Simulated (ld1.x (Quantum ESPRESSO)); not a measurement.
# Sn: RRKJ pseudisation with PBE, scalar-relativistic reference atom.

```
Element                 : tin
Generator               : ld1.x (Quantum ESPRESSO) 7.5
Type                    : norm-conserving RRKJ (Kleinman–Bylander form)
Functional              : PBE
Relativity              : scalar-relativistic
Frozen core             : [Ar] 3d10
Valence charge          : 22
Reference configuration : 4s2 4p6 4d10 5s2 5p1 (charge +1)
Partial waves           : 4s (bound): rc 0.80 bohr; 4d (bound): rc 1.35 bohr; 4p (bound): rc 0.95 bohr
Local potential         : the p channel
Core correction         : Bessel-smoothed model core inside 0.50 bohr
rho0                    : 0.001
```

Occupied shells without a wave of their own: 5p, 5s. They enter only through the test configuration that unscreens the potential, and ld1.x also counts them in the model core charge.

Poles of the logarithmic derivatives, all-electron (AE) and pseudo (PS). s: poles at -9.8 (AE) and -9.8 (PS) Ry. p: poles at -6.2 (AE) and -6.2 (PS) Ry. d: poles at -0.6 (AE) and -0.6 (PS) Ry. Test radius 1.50 bohr.

* Cutoffs needed: 260 Ry and over 300 Ry (the cutoffs (Ry, on a coarse ladder) from which the occupation-weighted sum of valence levels, in a spherical-Bessel basis at the reference potential, stays within 10 and 1 mRy of its value at 400 Ry)
* Ghost test: no extra level below or beside the all-electron valence levels (s, d, p, f tested) (spherical-Bessel basis up to 400 Ry, 20 bohr box)
* Largest excitation error: -719 meV (all-electron minus pseudo) for 4s2 4p6 4d10 5s1 5p0, out of 7 test configurations

ld1.x takes every shell without a wave as core, so the model core holds the 5p, 5s electrons as well and exchange and correlation see them twice. This cancels in the reference configuration, but the file is broken for other ones, and its errors say nothing about a proper core correction.
